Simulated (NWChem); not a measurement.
System: KCl; SMILES [K][Cl]

Excerpt of the output:

```
             Northwest Computational Chemistry Package (NWChem) 7.3.0
             --------------------------------------------------------

                             Geometry "geometry" -> ""
                             -------------------------

 Output coordinates in angstroms (scale by  1.889725989 to convert to a.u.)

  No.       Tag          Charge          X              Y              Z
 ---- ---------------- ---------- -------------- -------------- --------------
    1 K                   19.0000     0.00000000     0.00000000    -1.27046200
    2 Cl                  17.0000     0.00000000     0.00000000     1.41373900

 Effective nuclear repulsion energy (a.u.)      63.6778882904

                              NWChem Property Module
                              ----------------------

                                 NWChem DFT Module
                                 -----------------

 Summary of "ao basis" -> "ao basis" (spherical)
 ------------------------------------------------------------------------------
       Tag                 Description            Shells   Functions and Types
 ---------------- ------------------------------  ------  ---------------------
 K                           6-31g*                 10       22   5s4p1d
 Cl                          6-31g*                  8       18   4s3p1d

            General Information
            -------------------
          SCF calculation type: DFT
          Wavefunction type:  closed shell.
          No. of atoms     :     2
          No. of electrons :    36
           Alpha electrons :    18
            Beta electrons :    18
          Charge           :     0
          Spin multiplicity:     1
          Use of symmetry is: off; symmetry adaption is: off
          Maximum number of iterations: 150
          AO basis - number of functions:    40
                     number of shells:    18
          Convergence on energy requested:  1.00D-06
          Convergence on density requested:  1.00D-05
          Convergence on gradient requested:  5.00D-04

              XC Information
              --------------
                     Hartree-Fock (Exact) Exchange  1.000
                   CAM-Becke88 Exchange Functional  1.000
                      VWN V Correlation Functional  0.190 local
              Lee-Yang-Parr Correlation Functional  0.810

           Range-Separation Parameters
           ---------------------------
           Alpha           :  0.19
           Beta            :  0.46
           Gamma           :  0.33
           Short-Range HF  :     F

             Grid Information
             ----------------
          Grid used for XC integration:  medium
          Radial quadrature: Mura-Knowles
          Angular quadrature: Lebedev.
          Tag              B.-S. Rad. Rad. Pts. Rad. Cut. Ang. Pts.
          ---              ---------- --------- --------- ---------
          K                   2.20      112          13.0       590
          Cl                  1.00       88          11.0       590
          Grid pruning is: on
          Number of quadrature shells:   200
          Spatial weights used:  Erf1

      Superposition of Atomic Density Guess
      -------------------------------------

 Sum of atomic energies:       -1058.56954793

      Non-variational initial energy
      ------------------------------

 Total energy =   -1058.439416
 1-e energy   =   -1585.612101
 2-e energy   =     463.494797
 HOMO         =      -0.450826
 LUMO         =      -0.047565

   convergence    iter        energy       DeltaE   RMS-Dens  Diis-err
 ---------------- ----- ----------------- --------- --------- ---------
 d= 0,ls=0.0,diis     1  -1060.1395867901 -1.12D+03  2.19D-02  2.28D-01
 d= 0,ls=0.0,diis     2  -1060.1567507840 -1.72D-02  9.02D-03  1.10D-01
 d= 0,ls=0.0,diis     3  -1060.1731909950 -1.64D-02  9.38D-04  6.28D-04
 d= 0,ls=0.0,diis     4  -1060.1733224933 -1.31D-04  1.13D-04  7.89D-06
 d= 0,ls=0.0,diis     5  -1060.1733242724 -1.78D-06  2.74D-05  4.44D-07
 d= 0,ls=0.0,diis     6  -1060.1733244002 -1.28D-07  6.85D-06  1.06D-08

         Total DFT energy =    -1060.173324400219
      One electron energy =    -1589.080372817970
           Coulomb energy =      527.093276013164
    Exchange-Corr. energy =      -61.864115885784
 Nuclear repulsion energy =       63.677888290371

 Numeric. integr. density =       35.999999981218

                       DFT Final Molecular Orbital Analysis
                       ------------------------------------

 Vector   16  Occ=2.000000D+00  E=-2.674363D-01
              MO Center=  8.9D-12,  1.5D-10,  1.4D+00, r^2= 1.5D+00
   Bfn.  Coefficient  Atom+Function         Bfn.  Coefficient  Atom+Function
  ----- ------------  ---------------      ----- ------------  ---------------
    31      0.676232  2 Cl pz                35      0.409121  2 Cl pz
    27     -0.269827  2 Cl pz                10     -0.194322  1 K  s
     9      0.150375  1 K  pz                 6     -0.099969  1 K  s
    14      0.079806  1 K  s                 13     -0.065662  1 K  pz
    20     -0.060721  1 K  d  0              28      0.055134  2 Cl s

[...]

 DFT Linear Response polarizability / au
 Frequency  =       0.0000000 / au
              X              Y              Z
 -----------------------------------------------
 X      19.7347886      0.0000000     -0.0000001
 Y       0.0000000     19.7347887      0.0000000
 Z      -0.0000001      0.0000000     34.3484338
 -----------------------------------------------
 Eigenvalues =      19.7347886     19.7347887     34.3484338
 Isotropic   =      24.6060037
 Anisotropic =      14.6136452
 -----------------------------------------------

 Magnetic Dipole Response Matrix (nonzero elements):

 Exiting AOResponse driver routine
```

Level: CAM-B3LYP/6-31G* (spherical d). Geometry: optimised at PBE0-D3(BJ)/def2-TZVP.

Problem. Reconstruct the input file.

Solution. One answer among several that fit: the input that was run:
```
start job
memory heap 200 mb stack 900 mb global 1100 mb
geometry units angstroms noautosym nocenter noautoz
  K      0.000000     0.000000    -1.270462
  Cl     0.000000     0.000000     1.413739
end
basis spherical
  * library 6-31g*
end
dft
  xc xcamb88 1.00 lyp 0.81 vwn_5 0.19 hfexch 1.00
  cam 0.33 cam_alpha 0.19 cam_beta 0.46
  iterations 150
end
property
  response 1 0.0
end
task dft property
```
